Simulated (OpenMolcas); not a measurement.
Ti2+: moving the ligands

Ti2+ with 6 ligands (chloride) in octahedral coordination (Oh) at 2.62 Å. A charge of +0.667 e stands 2.6 Å behind each ligand. Ligand basis ANO-RCC-VDZP.
```
Ti    0.0000    0.0000    0.0000
Cl    2.6200    0.0000    0.0000
Cl    0.0000    2.6200    0.0000
Cl   -2.6200    0.0000    0.0000
Cl    0.0000   -2.6200    0.0000
Cl    0.0000    0.0000    2.6200
Cl    0.0000    0.0000   -2.6200
```

```
Program             : OpenMolcas 26.06
Method              : SS-CASPT2, IPEA 0.25 Eh, imaginary shift 0.1 Eh (closed shells correlated: 3s 3p and the ligand valence shells)
Basis               : ANO-RCC-VTZP [6s5p3d2f1g]
Scalar Hamiltonian  : DKH2, point nucleus
Active space        : 2 electrons in 5 orbitals (3d)
State averaging     : 2S+1 = 3 even, 10 roots; 2S+1 = 1 even, 15 roots
Spin-orbit coupling : RASSI with atomic mean-field integrals over the reference wave functions
```

Runs around this geometry, states (labels of O, the rotations of Oh). Energies in cm-1 above the lowest state or level, χT in cm3 K/mol; under a threefold ground state the first gap can be a small split of the lowest multiplet, not the spin-orbit step; 10Dq and B are least-squares fits to the states below 45000 cm-1, weighted by degeneracy, with a free offset, and given where the rms deviation is under 5 % of |10Dq| (or 100 cm-1) and under 700 cm-1.

```tsv
R (Å)	Ground state	First state of that spin	10Dq	B (rms of fit)	First gap with spin-orbit (degeneracies)	χT at 300 K	First state of another spin
2.55	3T1	3T2 6960	7802	629 (200)	4 (2, 3)	1.112	1T2 8010
2.62	3T1	3T2 5680			5 (2, 3)	1.121	1T2 8110
2.73	3T1	3T2 4750			6 (2, 3)	1.131	1T2 8000
```

Taking the first state of the same spin as R^-n, n = -ln(4750 / 6960) / ln(2.73 / 2.55) = 5.6 between the shortest and longest distance.

Roots that are degenerate in the reference are averaged as groups; the widest CASPT2 spread within a group is 940 cm-1 (the 3-fold group of multiplicity 1 near 18700 cm-1 above the lowest state of its run, R = 2.55). Shifts and gaps below about the spread of the groups concerned are not significant. Over all roots computed the reference weight is 0.66 to 0.68 in R = 2.55, 0.66 to 0.68 in R = 2.62, 0.66 to 0.68 in R = 2.73; a low but even weight reflects the number of correlated electrons. An orbital triplet at a regular site is open to Jahn-Teller coupling, which can distort the site and quench the lowest spin-orbit gaps and is left out. Ligand-to-metal charge-transfer states are missing. With no ligand orbital active B as a rule stays too high, so bands that hang on it stand too high and its fall with covalency is understated. With one d shell and no ligand orbital active, 10Dq can be off by tens of per cent for divalent 3d ions, low with halides held by bare charges and at times high in hosts. Free-ion shares, where given, are those of the reference states; single-state CASPT2 does not remix them. These CASPT2 states fit no ligand-field parameters well, so their order and spin gaps are uncertain (holds for R = 2.62; R = 2.73). No measured value stands beside these numbers; the geometry is a model, was not optimised and need not be the one that this ion takes.
